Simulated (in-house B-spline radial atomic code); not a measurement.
Computed with a B-spline radial atomic code. Model: two electrons, singlet ground state, non-relativistic, full CI in B-splines with partial waves to l = 8 (at full coupling up to 3e-4 hartree above the limit, correlation up to 0.6 % small), density held at that of full coupling by Lieb maximisation.

Along the adiabatic connection the electron repulsion is scaled by a coupling λ while a local potential keeps the density fixed. At λ = 0 the system is the Kohn-Sham one and W equals the exchange energy; the exchange-correlation energy is the area under W between 0 and 1. The kinetic energy rises with λ as the electrons avoid each other, with dT/dλ = −λ dW/dλ.

Command:
```bash
python run_ac.py task.json out
```
Settings (lengths in bohr, energies in hartree):
```
potential              dot
strength               0.0485
lmax                   8
second                 0.7
```

Cost of the run: 39 s on 1 thread of Intel(R) Xeon(R) Processor @ 2.30GHz, with other jobs on the host.

**W = mean repulsion less Hartree energy, and W of three functionals.**

Given: confinement charge in harmonic well; well frequency 0.0485 hartree; nuclear charge 0.7; external potential omega^2 r^2/2 - Z/r.

Computed: LDA exchange minus exact 36.871 millihartree; SCAN exchange minus exact -3.5511 millihartree.

| coupling | W xc (hartree) | W xc minus exchange (millihartree) | kinetic minus Kohn-Sham (millihartree) | LDA (PW92) W minus its exchange (millihartree) | PBE W minus its exchange (millihartree) | SCAN W minus its exchange (millihartree) |
| --- | --- | --- | --- | --- | --- | --- |
| 0 | -0.28097 | 0 | 0 | 0 | 0 | 0 |
| 0.02 | -0.28302 | -2.057 | 0.02 | -8.81 | -1.62 | -1.77 |
| 0.05 | -0.28599 | -5.018 | 0.12 | -17.01 | -4.09 | -4.27 |
| 0.12 | ? | ? | ? | ? | ? | ? |
| 0.25 | -0.30251 | -21.543 | 2.52 | -46.97 | -18.94 | -17.84 |
| 0.4 | -0.31204 | -31.072 | 5.59 | -60.49 | -28.02 | -25.73 |
| 0.6 | -0.32205 | -41.085 | 10.55 | -73.76 | -38 | -34.28 |
| 0.8 | -0.32985 | -48.882 | 15.98 | -83.88 | -46.18 | -41.23 |
| 1 | -0.33607 | -55.102 | 21.55 | -92.01 | -53.03 | -47.01 |
| 1.4 | -0.34536 | -64.396 | 32.59 | -104.5 | -63.95 | -56.11 |
| 2 | ? | ? | ? | ? | ? | ? |
| 3 | -0.36411 | -83.146 | 71.41 | -132.2 | -89.35 | -76.13 |
| 4.5 | -0.37226 | -91.296 | 101.39 | -145.79 | -102.2 | -85.05 |

**Question.** What belongs in the row 0.12?

**Answer.** W xc (hartree): -0.29236; W xc minus exchange (millihartree): -11.395; kinetic minus Kohn-Sham (millihartree): 0.66; LDA (PW92) W minus its exchange (millihartree): -30.32; PBE W minus its exchange (millihartree): -9.65; SCAN W minus its exchange (millihartree): -9.53.

**Question.** What belongs in the row 2?

**Answer.** W xc (hartree): -0.35465; W xc minus exchange (millihartree): -73.688; kinetic minus Kohn-Sham (millihartree): 48.18; LDA (PW92) W minus its exchange (millihartree): -117.7; PBE W minus its exchange (millihartree): -75.88; SCAN W minus its exchange (millihartree): -65.8.

**Question.** What is the PBE exchange minus exact?

**Answer.** -0.4705 millihartree.

**Energy parts, natural occupations and partial-wave weights.**

Computed: total energy -0.1493 hartree; exchange energy -0.28097 hartree; correlation energy -0.033548 hartree; kinetic part of the DFT correlation energy 0.021555 hartree; kinetic part over minus potential part 0.39118; Hartree energy 0.56193 hartree; Lieb Oxford ratio E_xc over LDA exchange 1.2885.

```csv
natural,occupation of the shell (electrons)
s,1.8732
s,0.075068
p,0.049898
d,?
p,0.00052162
s,0.00021928
```

**Question.** What belongs in the row d?

**Answer.** occupation of the shell (electrons): 0.00087874.

| wave | weight |
| --- | --- |
| s | 0.97423 |
| p | 0.025225 |
| d | ? |
| f | 5.2369e-05 |
| g | 1.0934e-05 |

**Question.** What belongs in the row d?

**Answer.** weight: 0.00047232.

**Question.** What is the Kohn-Sham kinetic?

**Answer.** 0.24006 hartree.

**Question.** What is the initial slope twice GL2?

**Answer.** -0.10451 hartree.

Half-way to full coupling W has made 65 % of its drop, against 50 % for a straight line, and second-order (GL2) theory, half the initial slope, overshoots the correlation energy by about 56 %: a marked bend. Over couplings 0 to 1 the errors in E_xc come to about +8.3 millihartree for LDA, +2.0 millihartree for PBE, +1.8 millihartree for SCAN. In LDA and PBE and SCAN the errors of exchange and correlation have opposite signs, so the sum is smaller than the larger of the two.
